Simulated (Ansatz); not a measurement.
Basis-set extrapolation for H$_{7}$NO$_{2}$Si$_{2}$, SMILES `O[SiH2]N[SiH2]O` (PBE0-D4/def2-TZVP geometry, frozen core, Ansatz). Multiplicity 1, RHF reference.

```
                      def2-TZVPP   def2-QZVPP
                 HF  -786.403094  -786.432680
    MP2 correlation    -0.939499    -1.013787
CCSD(T) correlation    -1.012658      not run
```

Energies in hartree. Use E(X) = E(∞) + A·exp(−7.88·√X) for Hartree–Fock and E(X) = E(∞) + B·X^(−2.97) for correlation, with X = 3 and 4, and add CCSD(T) minus MP2 of the smaller set to the MP2 limit.

Problem. What is the CCSD(T) energy at the basis-set limit?

Solution. HF limit: -786.432680 + (-0.029586) × 0.13774 = -786.43676. MP2 limit: -1.013787 + (-0.074288) × 0.74074 = -1.06882. Higher-order term: -1.012658 − (-0.939499) = -0.07316. Total: -787.57874 hartree, 427.9 kJ/mol below CCSD(T)/def2-TZVPP.
